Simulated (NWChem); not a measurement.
System: CH6BrNSi; SMILES C[SiH](N)Br

Here is an NWChem input.

```
start job
memory heap 200 mb stack 900 mb global 1100 mb
geometry units angstroms noautosym nocenter noautoz
  Si    -0.049955    -0.895623    -0.398498
  C      1.423071    -1.821289     0.269691
  N     -1.504088    -1.632704     0.147725
  Br     0.188452     1.260803     0.252523
  H     -0.105871    -0.840842    -1.884095
  H      1.386931    -2.874946    -0.048032
  H      1.436812    -1.786900     1.370173
  H      2.359632    -1.371944    -0.092043
  H     -1.612768    -1.846706     1.133959
  H     -2.388797    -1.328673    -0.245660
end
basis spherical
  * library cc-pvtz
end
dft
  xc hfexch
  iterations 150
  semidirect filesize 400000000
end
property
  efieldgrad
end
task dft property
```

NWChem printed, in part:

```
             Northwest Computational Chemistry Package (NWChem) 7.3.0
             --------------------------------------------------------

                             Geometry "geometry" -> ""
                             -------------------------

 Output coordinates in angstroms (scale by  1.889725989 to convert to a.u.)

  No.       Tag          Charge          X              Y              Z
 ---- ---------------- ---------- -------------- -------------- --------------
    1 Si                  14.0000    -0.04995500    -0.89562300    -0.39849800
    2 C                    6.0000     1.42307100    -1.82128900     0.26969100
    3 N                    7.0000    -1.50408800    -1.63270400     0.14772500
    4 Br                  35.0000     0.18845200     1.26080300     0.25252300
    5 H                    1.0000    -0.10587100    -0.84084200    -1.88409500
    6 H                    1.0000     1.38693100    -2.87494600    -0.04803200
    7 H                    1.0000     1.43681200    -1.78690000     1.37017300
    8 H                    1.0000     2.35963200    -1.37194400    -0.09204300
    9 H                    1.0000    -1.61276800    -1.84670600     1.13395900
   10 H                    1.0000    -2.38879700    -1.32867300    -0.24566000

 Effective nuclear repulsion energy (a.u.)     326.0320162686

  xc_inp: hfexch multiplicative factor not found.
                              NWChem Property Module
                              ----------------------

  itol2e modified to match energy
  convergence criterion.

                                 NWChem DFT Module
                                 -----------------

 Summary of "ao basis" -> "ao basis" (spherical)
 ------------------------------------------------------------------------------
       Tag                 Description            Shells   Functions and Types
 ---------------- ------------------------------  ------  ---------------------
 Si                         cc-pvtz                 12       34   5s4p2d1f
 C                          cc-pvtz                 10       30   4s3p2d1f
 N                          cc-pvtz                 10       30   4s3p2d1f
 Br                         cc-pvtz                 15       43   6s5p3d1f
 H                          cc-pvtz                  6       14   3s2p1d

  itol2e modified to match energy
  convergence criterion.

[...]

          -----------------------
          Electric field gradient
          -----------------------

 1 a.u. = 0.324123 10**(16) esu/cm**3  ( or statvolts/cm**2 ) = 0.97174 10**(22) v/m**2

 ------------------------------------------------------------
   Atom      X         Y         Z
 ------------------------------------------------------------
    1 Si  -0.09440  -1.69248  -0.75305
 ------------------------------------------------------------

 Electric field gradient in molecular frame (a.u.)
         XX             YY             ZZ             XY             XZ             YZ
 ------------------------------------------------------------------------------------------
        0.363491      -0.601784       0.238293      -0.149234       0.128224      -0.372514

 Principal components (a.u.) and orientation
 of principal axis w.r.t. absolute frame                      Asymmetry parameter eta
 --------------------------------------------------------------------------------------
       -0.751294       0.547907       0.203386                       0.458570

        0.086060       0.696591       0.712289
        0.936041      -0.301384       0.181648
        0.341207       0.651099      -0.677974

 ------------------------------------------------------------
   Atom      X         Y         Z
 ------------------------------------------------------------
    2 C    2.68921  -3.44174   0.50964
 ------------------------------------------------------------

 Electric field gradient in molecular frame (a.u.)
         XX             YY             ZZ             XY             XZ             YZ
 ------------------------------------------------------------------------------------------
        0.042186      -0.011110      -0.031077      -0.042347       0.035355      -0.020848

 Principal components (a.u.) and orientation
 of principal axis w.r.t. absolute frame                      Asymmetry parameter eta
 --------------------------------------------------------------------------------------
        0.080641      -0.046245      -0.034396                       0.146926

        0.820032      -0.255689       0.512027
       -0.456822       0.246513       0.854719
        0.344763       0.934802      -0.085344

 ------------------------------------------------------------
   Atom      X         Y         Z
 ------------------------------------------------------------
    3 N   -2.84231  -3.08536   0.27916
 ------------------------------------------------------------

 Electric field gradient in molecular frame (a.u.)
         XX             YY             ZZ             XY             XZ             YZ
 ------------------------------------------------------------------------------------------
       -0.340220       0.679640      -0.339419      -0.011884      -0.148453       0.488615

 Principal components (a.u.) and orientation
 of principal axis w.r.t. absolute frame                      Asymmetry parameter eta
 --------------------------------------------------------------------------------------
        0.879711      -0.603983      -0.275728                       0.373140

       -0.054909       0.455063       0.888765
        0.924497      -0.313099       0.217429
        0.377215       0.833599      -0.403512

 ------------------------------------------------------------
   Atom      X         Y         Z
 ------------------------------------------------------------
    4 Br   0.35612   2.38257   0.47720
 ------------------------------------------------------------

[...]
```

Level: Hartree-Fock/cc-pVTZ. Structure relaxed at the PBE0/def2-SVP level. NWChem prints the field gradient with the sign opposite to the second derivative of the potential.
